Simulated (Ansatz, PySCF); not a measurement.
Dimer: HCl (SMILES Cl) (first 2 atoms) with CH2O (SMILES C=O); geometry from B3LYP-D3(BJ)/def2-TZVP, rigid monomers moved along the line of their centres of mass till H2···O4 is 2.60 Å.
(charge 0, multiplicity 1):
| atom | x (Å) | y (Å) | z (Å) |
|---|---|---|---|
| Cl | -0.1523 | -0.0562 | 0.4435 |
| H | 0.1496 | 0.4924 | 1.5878 |
| C | -0.3105 | 0.1203 | 4.7335 |
| O | 0.3078 | 0.9645 | 4.1372 |
| H | -0.3755 | 0.1297 | 5.8343 |
| H | -0.8357 | -0.6944 | 4.2056 |

Counterpoise-corrected where a basis set is named; no monomer relaxation. Rows marked so take none.

Cores are frozen in the correlated methods. CBS(a, b) extrapolates the correlation energy as X⁻³ and adds the Hartree–Fock energy of set b. Rows in 6-31G* carry no dispersion term and start afresh at each structure (6-31G* with six Cartesian d functions). MP2/6-31G* freezes PySCF's default core.

Codes used: Ansatz (Gaussian basis) for Hartree–Fock, density functionals and correlated methods; PySCF for 6-31G* rows. Each number belongs to the level named beside it.

Task: Give the interaction energy at the level MP2/6-31G*.

Result: -12 kJ/mol

Ansatz is an electronic-structure program.
